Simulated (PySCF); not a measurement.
Compound: C₈H₁₂.
SMILES with atom numbers: `[CH:1]#[C:2][CH:3]1[CH2:4][CH2:5][CH2:6][CH2:7][CH2:8]1`

Geometry (GFN2-xTB, Å), atoms numbered from 1 in this order:
```
atom  x, y, z in Å
C1     2.925    1.866   -0.761
C2     1.925    1.362   -0.338
C3     0.716    0.721    0.142
C4    -0.451    0.996   -0.815
C5    -1.719    0.306   -0.322
C6    -1.493   -1.197   -0.187
C7    -0.334   -1.477    0.766
C8     0.937   -0.791    0.277
H9     3.801    2.317   -1.121
H10    0.471    1.134    1.129
H11   -0.615    2.073   -0.895
H12   -0.191    0.622   -1.808
H13   -2.538    0.498   -1.019
H14   -2.005    0.718    0.649
H15   -1.262   -1.618   -1.169
H16   -2.401   -1.680    0.179
H17   -0.588   -1.108    1.764
H18   -0.165   -2.553    0.842
H19    1.760   -0.981    0.971
H20    1.222   -1.196   -0.697
```

NICS = −σ at a ghost point: NICS(0) at the centroid of the ring atoms, NICS(1) 1 Å to either side along the normal of their mean plane, zz for the tensor component along that normal. Level: GIAO PBE0/pcSseg-1 (PySCF, non-relativistic, gas phase) on the GFN2-xTB geometry, one conformer.

Ring bond lengths (Å), with Mayer bond orders in brackets: C3–C4 1.534 (1.00), C4–C5 1.526 (1.04), C5–C6 1.526 (1.04), C6–C7 1.526 (1.04), C7–C8 1.525 (1.04), C8–C3 1.534 (1.00).

Problem. Give the NICS values of each ring in ppm.

Solution. 
```json
{"ring": "C3–C4–C5–C6–C7–C8", "type": "6-membered carbocycle; formal bonds all single", "NICS(0)": "-2.7", "NICS(1), two faces": "-2.7 / -2.4", "NICS(1)zz, two faces": "2.5 / 3.2", "rms pucker (Å)": "0.24", "centre to ring atoms, mean (Å)": "1.47"}
```

Problem. What can be read from them?

Solution. 
- C3–C4–C5–C6–C7–C8: mean NICS(1)zz 2.9 ppm, near zero. C3, C4, C5, C6, C7, C8 have four or more neighbours; no verdict on aromaticity is drawn.

Problem. What is the mean of the two in-plane components of NICS at the first NICS(1) probe listed for ring C3–C4–C5–C6–C7–C8, 1 Å off the ring?

Solution. The isotropic value is a third of the trace: (3 × -2.7 − (2.5))/2 = -5.3 ppm.
